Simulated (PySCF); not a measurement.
# CBr₂⁺ + 2 HF → CF₂⁺ + 2 HBr

Level: PBE0 in the def2-TZVP basis family, all electrons, no relativity, computed in PySCF with density fitting; open shells unrestricted.

| species | state and structure | E (Eh) | ZPE (kJ/mol) | H(298 K) − H(0) (kJ/mol) | S° (J/(mol K)) |
| --- | --- | --- | --- | --- | --- |
| CBr₂⁺ | doublet, C2v, C–Br 1.741 Å (×2); Br–C–Br 137.2° | -5185.35725 | 11.3 | 11.8 | 288.4 |
| HF | singlet, C∞v, H–F 0.920 Å | -100.39188 | 24.9 | 8.7 | 173.6 |
| CF₂⁺ | doublet, C2v, C–F 1.214 Å (×2); F–C–F 124.6° | -237.16282 | 22.6 | 10.3 | 243.9 |
| HBr | singlet, C∞v, H–Br 1.421 Å | -2574.45811 | 16.0 | 8.7 | 198.5 |

Q: What is the electronic reaction energy?

A: At PBE0/def2-TZVP, ΔE = 162.7 kJ/mol from the differences of the total energies times 2625.5, uphill. 

Q: Add zero-point, thermal and entropy terms for 298.15 K and 1 bar.

A: ΔZPE = -6.5 and Δ[H(298) − H(0)] = -1.5 kJ/mol give ΔH° = 154.7 kJ/mol. ΔS° = 5.3 J/(mol K), so ΔG° = 154.7 − 298.15 × (0.0053) = 153 kJ/mol.

Each species is the lowest minimum found with this bonding; other isomers or fragments can lie lower.
